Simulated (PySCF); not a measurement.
Ionisation energy of N(2+) by level of theory

N(2+) [He] 2s2 2p1 (2P) → N(3+) [He] 2s2 (1S), as a difference of total energies. All numbers are calculated (PySCF 2.14, no relativity, point nucleus, in aug-cc-pVQZ with one added diffuse shell each of s, p, d, f, g type (7s6p5d4f3g, 105 functions)). Correlated levels: valence: 1s2 frozen. The calculations carry no spin-orbit coupling.

| method | ionisation energy (eV) | plus first-order spin-orbit estimate | difference from reference of that sum (eV) |
| --- | --- | --- | --- |
| UHF | 47.295 | 47.310 | -0.135 |
| LDA | 47.862 | 47.876 | +0.431 |
| PBE | 48.018 | 48.032 | +0.587 |
| PBE0 | 48.001 | 48.016 | +0.571 |
| r2SCAN | 48.221 | 48.236 | +0.791 |
| BLYP | 48.182 | 48.196 | +0.751 |
| PW91 | 48.151 | 48.165 | +0.720 |
| B97-3 | 48.019 | 48.033 | +0.588 |
| wB97X | 47.790 | 47.805 | +0.360 |
| MP2 (valence) | 47.522 | 47.536 | +0.091 |
| SCS-MP2 (valence) | 47.472 | 47.486 | +0.041 |

Reference: 47.445 eV (semi-empirical (NIST evaluation); NIST Atomic Spectra Database, ionization energies).

A first-order spin-orbit estimate (lowest level to lowest level, LS coupling) adds 0.014 eV.

Errors of the correlated levels include the incompleteness of this basis and the frozen core.
